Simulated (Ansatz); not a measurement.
# Two structures, one formula

The two ends of one reaction step of BNH₂F₂, singlet (PBE0-D4/def2-TZVP).

A:

```json
{"atom": "B1", "x (Å)": "-0.4994", "y (Å)": "0.4015", "z (Å)": "-0.0794"}
{"atom": "F2", "x (Å)": "-0.6446", "y (Å)": "1.4795", "z (Å)": "0.6852"}
{"atom": "N3", "x (Å)": "0.5774", "y (Å)": "-0.4642", "z (Å)": "0.0918"}
{"atom": "H4", "x (Å)": "1.2817", "y (Å)": "-0.3144", "z (Å)": "0.7905"}
{"atom": "F5", "x (Å)": "-1.4194", "y (Å)": "0.1800", "z (Å)": "-1.0133"}
{"atom": "H6", "x (Å)": "0.7045", "y (Å)": "-1.2824", "z (Å)": "-0.4749"}
```

B:

| atom | x (Å) | y (Å) | z (Å) |
| --- | --- | --- | --- |
| B1 | -0.7484 | -0.2847 | -0.8463 |
| F2 | 0.6537 | 1.3342 | 1.6297 |
| N3 | 0.3047 | -0.6122 | -0.2528 |
| H4 | 0.5545 | 0.6517 | 0.9886 |
| F5 | -1.8311 | 0.1562 | -1.3709 |
| H6 | 1.0668 | -1.2452 | -0.1482 |

Computed with Ansatz 0.2.0 (basis: def2-TZVPP); correlated methods freeze the cores. B3LYP uses VWN-RPA correlation.

(1) Which structure is lower at CCSD(T), and by how much? (Judge from chemistry; the value comes from the calculation.)

No T1 diagnostic of these runs exceeds 0.013.

Results:

(1) The calculation gives: A, by 312.2 kJ/mol (electronic energy, against the other). By their contacts, A is BNH₂F₂ ([NH2][B]([F])[F]) and B is a complex of BNHF ([NH][B][F]) + HF.

All methods give the same order:

```json
{"method": "SPW92", "E(B) − E(A) (kJ/mol)": "317.2"}
{"method": "PBE-D4", "E(B) − E(A) (kJ/mol)": "296.4"}
{"method": "BLYP-D4", "E(B) − E(A) (kJ/mol)": "285.3"}
{"method": "r2SCAN-D4", "E(B) − E(A) (kJ/mol)": "317.7"}
{"method": "B97M-V", "E(B) − E(A) (kJ/mol)": "318.5"}
{"method": "PBE0-D4", "E(B) − E(A) (kJ/mol)": "316.0"}
{"method": "B3LYP-D4", "E(B) − E(A) (kJ/mol)": "303.7"}
{"method": "r2SCAN0-D4", "E(B) − E(A) (kJ/mol)": "328.7"}
{"method": "BHLYP-D4", "E(B) − E(A) (kJ/mol)": "326.7"}
{"method": "CAM-B3LYP-D4", "E(B) − E(A) (kJ/mol)": "316.1"}
{"method": "wB97X-V", "E(B) − E(A) (kJ/mol)": "320.5"}
{"method": "wB97M-V", "E(B) − E(A) (kJ/mol)": "313.9"}
{"method": "B2PLYP", "E(B) − E(A) (kJ/mol)": "306.3"}
{"method": "PBE-QIDH", "E(B) − E(A) (kJ/mol)": "324.2"}
{"method": "RPA on PBE", "E(B) − E(A) (kJ/mol)": "307.1"}
{"method": "HF", "E(B) − E(A) (kJ/mol)": "340.8"}
{"method": "MP2", "E(B) − E(A) (kJ/mol)": "307.1"}
{"method": "CCSD", "E(B) − E(A) (kJ/mol)": "318.5"}
{"method": "CCSD(T)", "E(B) − E(A) (kJ/mol)": "312.2"}
```

Labels in which every atom is bracketed show which atoms are joined, not bond orders.

For scale, one of the runs: CCSD(T)/def2-TZVPP, 152 basis functions (an equivalent command: `ansatz run in.yaml --threads 2`). Hardware: 2 CPU threads, shared host. Wall time 21 s; peak host memory 1.1 GiB.
